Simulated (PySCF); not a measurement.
Si(Cl)(Me)2(SH) (C₂H₇ClSSi), SMILES C[Si](C)(S)Cl. The structure is a stationary point at B3LYP-D3(BJ)/def2-SVP. The values are those of a single conformer.

These are B3LYP-D3(BJ)/def2-SVP run with PySCF 2.14.0 values and carry that method's errors.

Harmonic wavenumbers (cm⁻¹): 113, 149, 161, 173, 179, 209, 217, 226, 450, 536, 668, 695, 739, 750, 795, 842, 866, 1271, 1275, 1422, 1424, 1430, 1437, 2655, 3029, 3030, 3117, 3120, 3139, 3139. Rotational constants (GHz): 2.424, 1.808, 1.541; symmetry number 1.

Work out the zero-point energy and the ideal-gas rigid-rotor harmonic-oscillator thermochemistry at 298.15 K and 1 atm.

ZPE = ½ Σ hcν = ½ × 37256 cm⁻¹ = 53.26 kcal/mol. H − E(el) = 59.36 kcal/mol. Entropy in cal/(mol K): translation 40.42, rotation 28.26, vibration 22.35, total 91.03. G − E(el) = 32.22 kcal/mol. Cp = 31.13 cal/(mol K). Modes under 150 cm⁻¹ make the vibrational entropy uncertain.
